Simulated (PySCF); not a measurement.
A structure optimised at PBE-D3(BJ)/def2-SVP, used in a PySCF frequency run:

```xyz
4

Cr     0.0000     0.0000    -0.2180
O      1.3149     0.7592     0.2180
O      0.0000    -1.5184     0.2180
O     -1.3149     0.7592     0.2180
```

**Question.** Write its SMILES, formula and point group.

**Answer.** [O]=[Cr](=[O])=[O], CrO3, C3v

**Question.** What are its rotational constants (standard atomic weights)?

**Answer.** 8.4129, 8.4129, 4.5672 GHz
